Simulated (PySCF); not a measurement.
C5H4F2O (charge +1 and doublet state).
Z-matrix (Å and degrees, GFN2-xTB geometry), rows numbered from 1:
```
F 
C   1  1.3321
F   2  1.3315  1  109.49
C   2  1.4918  1  112.22  3  -127.60
C   4  1.4060  2  130.30  1   -16.27
C   5  1.3859  4  105.47  2   177.79
C   6  1.4089  5  105.94  4     2.15
O   7  1.3193  6  110.75  5    -0.57
H   2  1.1290  1  107.07  3   115.31
H   5  1.0745  4  126.10  2     0.69
H   6  1.0743  5  127.65  4  -177.13
H   7  1.0802  6  131.01  5  -179.76
```

The hyperfine couplings belong to this conformer and change with its torsions.

The species is `FC(F)[C+]1[CH]C=CO1` [radical] (charge +1).

Method: UKS B3LYP, pcH-1 on C F H O, non-relativistic, mean-field spin-orbit, GIAO (PySCF 2.14.0). Isolated species at its GFN2-xTB geometry (one conformer only). Couplings are sensitive to structure, and on GFN2-xTB geometries they can be far from those on DFT ones, by a factor of two or more for some ions and for spin on atoms past the first row. No stability test was run, so a lower SCF solution isn't excluded.

Principal values of hyperfine tensors in MHz (contact and dipolar terms together), for some of the nuclei:

```
atom  isotope      A1      A2      A3
  H9       1H   95.23  100.32  105.63
  C4      13C    6.01    7.58  138.82
  C7      13C    0.95    2.85  132.09
 H12       1H  -59.57  -42.76  -16.14
  F3      19F    4.82    8.54   78.43
  C2      13C  -16.17  -14.99  -11.23
  C5      13C  -15.36  -13.33    0.10
 H11       1H  -15.53  -12.16    0.96
```

**Question.** Give the isotropic coupling of each nucleus in MHz and in mT (g = 2.0021), and the anisotropic part.

**Answer.** a_iso = (A1 + A2 + A3)/3, Ti = Ai − a_iso; 1 mT corresponds to 28.023 MHz.

```tsv
atom	a_iso (MHz)	a_iso (mT)	T1	T2	T3
H9	100.39	3.583	-5.16	-0.07	5.23
C4	50.81	1.813	-44.79	-43.22	88.01
C7	45.29	1.616	-44.35	-42.45	86.79
H12	-39.49	-1.409	-20.08	-3.27	23.35
F3	30.60	1.092	-25.78	-22.06	47.83
C2	-14.13	-0.504	-2.04	-0.86	2.90
C5	-9.53	-0.340	-5.83	-3.80	9.63
H11	-8.91	-0.318	-6.62	-3.25	9.87
```

**Question.** What spin density at the nucleus of C7 lies behind its contact coupling (g_N = 1.40482)?

**Answer.** a_FC = 800.24 MHz bohr³ × g_N × ρ(0)/(2S). With a_FC = 45.29 MHz and 2S = 1, ρ(0) = 0.04029 bohr⁻³.

**Question.** F1 (19F, g_N = 5.25774) isn't in the table. Its spin density at the nucleus is 0.00391 bohr⁻³. What is its contact coupling?

**Answer.** By the same relation, a_FC = 16.45 MHz. Its full tensor has the principal values 2.64, 6.27, 40.44 MHz.

**Question.** In a single crystal, with the field along each principal axis of the tensor of C4 in turn, what first-order splitting does this nucleus give (isotropic g, quadrupole terms neglected)?

**Answer.** 2 lines (I = 1/2), spaced by |A_i|/(g × 13.996): 0.21, 0.27, 4.95 mT along the axes of A1, A2 and A3.

The SMILES draws the unpaired electron on C5; the largest computed Mulliken spin population is on C7 (0.49 against 0.03).
